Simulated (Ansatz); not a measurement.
A further run on Ga₄P₄H₁₄, a cluster cut from wurtzite GaP (hydrogen-capped).

```yaml
crystal:
  periodic: [false, false, false]
  atoms:
    - {symbol: Ga, position_ang: [-2.030152, -1.165417, -1.370271]}
    - {symbol: P, position_ang: [-1.833039, -1.059710, 1.102549]}
    - {symbol: Ga, position_ang: [2.021254, -1.176919, -1.374677]}
    - {symbol: P, position_ang: [-0.001733, -0.004481, -1.892636]}
    - {symbol: P, position_ang: [1.838987, -1.056663, 1.098582]}
    - {symbol: Ga, position_ang: [0.003327, 0.005253, 2.198296]}
    - {symbol: Ga, position_ang: [0.003255, 2.335042, -1.380961]}
    - {symbol: P, position_ang: [-0.000589, 2.123109, 1.093026]}
    - {symbol: H, position_ang: [-1.914748, -2.708964, -1.680694]}
    - {symbol: H, position_ang: [-3.300911, -0.278782, -1.672841]}
    - {symbol: H, position_ang: [-1.916146, -2.356267, 1.699558]}
    - {symbol: H, position_ang: [-3.000328, -0.496137, 1.706082]}
    - {symbol: H, position_ang: [1.891315, -2.721499, -1.674273]}
    - {symbol: H, position_ang: [3.297280, -0.302830, -1.690824]}
    - {symbol: H, position_ang: [-0.003273, -0.008021, -3.325569]}
    - {symbol: H, position_ang: [1.931708, -2.349522, 1.702157]}
    - {symbol: H, position_ang: [3.006889, -0.484215, 1.692516]}
    - {symbol: H, position_ang: [0.004817, 0.008528, 3.770721]}
    - {symbol: H, position_ang: [-1.393630, 3.001411, -1.692239]}
    - {symbol: H, position_ang: [1.404082, 2.994979, -1.688418]}
    - {symbol: H, position_ang: [-1.080697, 2.846930, 1.687912]}
    - {symbol: H, position_ang: [1.072332, 2.854178, 1.692004]}
basis:
  gaussian: {orbitals: 6-31G}
hamiltonian: {xc: {name: HF}}
correlation: {method: rpa, electrons: all}
scf: {omitted_lower_state_checks: [starts]}
```

```sh
$ ansatz run in.yaml --threads 2 --pin off --events-out ev --progress --plain --max-ram 22528MiB --backend cuda --devices 0, --max-vram 18GiB
```

It prints (some lines left out):

```
Functional definition: HF
2008 factors; integrals over basis functions are off by at most 6.1e-4 eV
mean field evaluation 1: about -246603.9574 eV, gradient 2.4e1 eV
mean field evaluation 2: about -246604.1509 eV, gradient 2.4e1 eV
mean field evaluation 4: about -246606.8286 eV, gradient 3.6e0 eV
mean field evaluation 8: about -246606.8609 eV, gradient 1.5e-1 eV
mean field -246606.86102484 eV, -9062.6349865289 hartree, gradient 6.6e-6 eV, S^2 0.000000; 0 other end points of the search recorded, 0 dependent functions left out
reference -246606.86102484 eV, -9062.6349865289 hartree; 99, 99 occupied and 97, 97 virtual orbitals, 2008 factors
Total energy: -246644.70145889 eV, -9064.0255968311 hartree
Checks for a lower state left out: starts
```

It took 4.7 s on 2 threads of AMD EPYC 7R13 on a shared host and a share (18 GiB) of an NVIDIA H100 80GB HBM3, peak host memory 1.1 GiB.

The 6-31G sets use Cartesian d functions. Correlated methods freeze no core orbitals; core or outer-core shells of Ga are correlated, in sets that lack core-valence functions.
